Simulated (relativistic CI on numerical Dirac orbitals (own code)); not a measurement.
## How well does a small relativistic CI reproduce Li+?

Method of calculation: Dirac-Coulomb-Breit CI, separate exchange-only KLI orbitals for each configuration, model QED, valence Slater integrals scaled by 0.85, P86 correlation energy added to each configuration (own radial code, finite nucleus).

Configurations in the expansion: 1s2, 1s.2s, 1s.2p, 1s.3s, 1s.3p, 1s.3d, 1s.4s, 1s.4p, 1s.4d, 1s.4f, 1s.5s, 1s.5p, 1s.5d, 1s.5f, 1s.5g, 1s.6s, 1s.6p, 1s.6d. Levels of other configurations are missing.

```csv
Configuration,Term (tabulated),J,Measured (cm⁻¹),Computed,Error,Purity (%)
1s2,1S,0,0.0,0,0,100
1s.2s,3S,1,476034.2,470106,-5928,100
1s.2p,3P°,1,494260.3,488684,-5576,100
1s.2p,3P°,2,494262.5,488686,-5577,100
1s.2p,3P°,0,494265.6,488690,-5575,100
1s.2p,1P°,1,501807.6,496376,-5432,99
1s.3s,3S,1,554753.7,549541,-5213,100
1s.3s,1S,0,558776.9,553206,-5570,98
1s.3p,3P°,1,559499.5,554361,-5139,100
1s.3p,3P°,2,559500.4,554361,-5139,100
1s.3p,3P°,0,559501.3,554363,-5139,100
1s.3p,1P°,1,561751.5,557018,-4733,99
```

Measured levels from NIST Handbook of Basic Atomic Spectroscopic Data (Sansonetti and Martin, J. Phys. Chem. Ref. Data 34, 1559 (2005)); pairs were made by configuration, J and term (by order where the table uses no LS term), so strongly mixed levels may be paired wrongly.

Mean error by configuration (cm⁻¹): 1s.2s -5928; 1s.2p -5540; 1s.3s -5392; 1s.3p -5037. Over the excited levels the mean absolute error is 5366 cm⁻¹ (11 of the 11 excited levels that our extract of the source holds in range could be paired), and the median relative error of those above 1,000 cm⁻¹ is 1 %.

Transition probabilities of persistent lines. The last column rescales the computed rate by the cube of measured over computed energy:

```csv
λ measured (Å),Lower,Upper,A tabulated (s⁻¹),A computed,A rescaled
178.01 vacuum,1s2 1S_0,1s.3p 1P°_1,7.79e+09,1.03e+10,1.06e+10
199.28 vacuum,1s2 1S_0,1s.2p 1P°_1,2.56e+10,2.75e+10,2.84e+10
5483.56 air,1s.2s 3S_1,1s.2p 3P°_0,2.28e+07,2.49e+07,2.35e+07
5484.50 air,1s.2s 3S_1,1s.2p 3P°_2,2.28e+07,2.49e+07,2.35e+07
5485.11 air,1s.2s 3S_1,1s.2p 3P°_1,2.28e+07,2.48e+07,2.35e+07
```
